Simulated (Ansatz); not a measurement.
Ideal-gas functions of CH₃AlFN (`F[CH]1[NH][AlH]1`) at 400 K and 1 bar, from an Ansatz frequency run at PBE0-D4/def2-TZVP.

Molar mass 75.02 g/mol, point group C1 (symmetry number 1), electronic degeneracy 1, moments of inertia 34.072, 112.933, 132.63 u Å². Harmonic wavenumbers (cm⁻¹, unscaled): 240, 403, 477, 493, 565, 664, 779, 953, 1041, 1089, 1234, 1349, 1987, 3086, 3588.

Use S(trans) = R[1.5 ln M + 2.5 ln T − 1.1517]; rotational temperatures θ = 24.2544 K / I; S(rot) = R[ln(√π/σ · √(T³/θAθBθC)) + 1.5]; for each mode x = 1.438777 ν̃/T, S = R[x/(eˣ − 1) − ln(1 − e⁻ˣ)] and H = RT x/(eˣ − 1); 1 cm⁻¹ = 0.0119627 kJ/mol; R = 8.31446 J/(mol·K).

**Question.** By hand: the entropy, in J/(mol·K).

**Answer.** Translation 168.8. Rotation: θ = 0.7119, 0.2148, 0.1829 K, giving 106.8. Vibration, mode by mode: 9.79, 5.92, 4.78, 4.56, 3.72, 2.81, 2.03, 1.23, 0.95, 0.83, 0.54, 0.38, 0.05, 0.00, 0.00, in all 37.6. Electronic 0.0. Sum 313.2 J/(mol·K).

**Question.** By hand: H − E and G − E in kJ/mol, counted from the electronic energy.

**Answer.** Zero-point energy ½ × 17948 × 0.0119627 = 107.4; thermal vibration 9.7; translation, rotation and pV give 4 RT = 13.3. H − E = 130.4 kJ/mol, and G − E = 130.4 − 400 × 313.2/1000 = 5.1 kJ/mol.

Vibration gives 12 % of the entropy. The sum counts one conformer and one mirror image; others add a mixing term.
